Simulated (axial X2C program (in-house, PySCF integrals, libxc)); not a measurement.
**Potential curves of LiPd⁻, two-component**

All values were computed with an axial X2C code built on PySCF integrals. Two-component (2c) means X2C with spin–orbit coupling and atomic mean-field two-electron Coulomb and Gaunt terms. Basis: Pd dyall-acv3z [13s13p9d5f3g], Li dyall-av3z [9s9p3d] (cores contracted in-house); Gaussian nuclei, density fitting, unrestricted open shells. Masses: Pd 105.903 u, Li 7.016 u.

State: Ω = 0 (closed shell). Energies in kJ/mol from the fragments at the same level (Pd- + Li). Fits are polynomials in 1 − R0/R over 0.85 to 1.23 times the lowest point R0.

| R (Å) | PBE0 |
| --- | --- |
| 1.9436 | -143.97 |
| 2.0329 | -156.03 |
| 2.1000 | -161.33 |
| 2.1670 | -164.08 |
| 2.2340 | -164.88 |
| 2.3122 | -163.83 |
| 2.3904 | -161.21 |
| 2.4909 | -156.18 |
| 2.6138 | -148.42 |
| 2.7925 | -135.59 |

Occupations by symmetry block were frozen at the best pattern of an incomplete PBE0 search. The closed shell is kept restricted, so the energy runs too high when the bond is stretched far. Dissociation energies refer to the lowest single-determinant-based atoms at the same level and basis. PBE0 can misorder states that lie within some tenths of an eV, so this need not be the ground state of the molecule. The nearest other 2c determinant of the search, Ω = 1, lies 0.47 eV up at the distance of the search. The functionals have no current-density term, which raises determinants with orbital currents, atoms included. The highest occupied level of some functionals is positive through self-interaction error; at Hartree–Fock it is bound.

(1) What are Re, ωe and De at the PBE0 level?

Results:

(1) At PBE0, 2c: Re = 2.231 Å, ωe ≈ 387 cm⁻¹, De = 1.71 eV to Pd- + Li; Be follows as 0.515 cm⁻¹.
